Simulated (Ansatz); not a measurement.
`F[Si](F)(Cl)[NH][GeH2][Cl]`, relaxed with RKS PBE0-D4/def2-TZVP in Ansatz from a GFN2-xTB geometry. The force threshold is 0.005 eV/Å; the program also tests the step.

Charge 0, multiplicity 1.

Start:

```xyz
10

F     1.703    1.262   -1.864
Si    1.092    1.007   -0.413
F     0.975    2.503    0.132
Cl    2.274   -0.092    0.715
N    -0.424    0.245   -0.535
Ge   -0.995   -1.195    0.448
Cl   -1.245   -0.596    2.429
H    -1.115    0.714   -1.099
H     0.048   -2.269    0.354
H    -2.315   -1.580   -0.166
```

```json
{"step": "1", "energy (eV)": "-96400.4333", "largest force (eV/Å)": "1.449", "largest move (Å)": "0.000"}
{"step": "2", "energy (eV)": "-96400.5513", "largest force (eV/Å)": "0.669", "largest move (Å)": "0.074"}
{"step": "3", "energy (eV)": "-96400.5646", "largest force (eV/Å)": "0.323", "largest move (Å)": "0.021"}
{"step": "4", "energy (eV)": "-96400.5688", "largest force (eV/Å)": "0.067", "largest move (Å)": "0.022"}
{"step": "5", "energy (eV)": "-96400.5694", "largest force (eV/Å)": "0.031", "largest move (Å)": "0.013"}
{"step": "6", "energy (eV)": "-96400.5698", "largest force (eV/Å)": "0.037", "largest move (Å)": "0.037"}
{"step": "7", "energy (eV)": "-96400.5701", "largest force (eV/Å)": "0.021", "largest move (Å)": "0.032"}
{"step": "8", "energy (eV)": "-96400.5702", "largest force (eV/Å)": "0.016", "largest move (Å)": "0.019"}
{"step": "9", "energy (eV)": "-96400.5703", "largest force (eV/Å)": "0.010", "largest move (Å)": "0.008"}
{"step": "10", "energy (eV)": "-96400.5703", "largest force (eV/Å)": "0.008", "largest move (Å)": "0.004"}
{"step": "11", "energy (eV)": "-96400.5704", "largest force (eV/Å)": "0.015", "largest move (Å)": "0.012"}
{"step": "12", "energy (eV)": "-96400.5704", "largest force (eV/Å)": "0.015", "largest move (Å)": "0.010"}
{"step": "13", "energy (eV)": "-96400.5705", "largest force (eV/Å)": "0.027", "largest move (Å)": "0.027"}
{"step": "14", "energy (eV)": "-96400.5705", "largest force (eV/Å)": "0.035", "largest move (Å)": "0.017"}
{"step": "15", "energy (eV)": "-96400.5706", "largest force (eV/Å)": "0.051", "largest move (Å)": "0.026"}
{"step": "16", "energy (eV)": "-96400.5706", "largest force (eV/Å)": "0.047", "largest move (Å)": "0.009"}
{"step": "17", "energy (eV)": "-96400.5706", "largest force (eV/Å)": "0.035", "largest move (Å)": "0.004"}
{"step": "18", "energy (eV)": "-96400.5707", "largest force (eV/Å)": "0.023", "largest move (Å)": "0.004"}
{"step": "19", "energy (eV)": "-96400.5707", "largest force (eV/Å)": "0.004", "largest move (Å)": "0.005"}
{"step": "20", "energy (eV)": "-96400.5707", "largest force (eV/Å)": "0.004", "largest move (Å)": "0.009"}
{"step": "21", "energy (eV)": "-96400.5707", "largest force (eV/Å)": "0.003", "largest move (Å)": "0.012"}
{"step": "22", "energy (eV)": "-96400.5707", "largest force (eV/Å)": "0.002", "largest move (Å)": "0.005"}
```

End:

```xyz
10

F     1.745    1.099   -1.903
Si    1.096    1.034   -0.464
F     1.011    2.538    0.007
Cl    2.344    0.010    0.749
N    -0.419    0.300   -0.481
Ge   -0.996   -1.205    0.395
Cl   -1.368   -0.738    2.464
H    -1.168    0.835   -0.899
H     0.092   -2.274    0.360
H    -2.337   -1.599   -0.227
```

It took 36 s on 2 threads of an AMD EPYC 7R13 on a shared host and a share of an NVIDIA H100 80 GB, with 1 GiB of host memory at the peak.
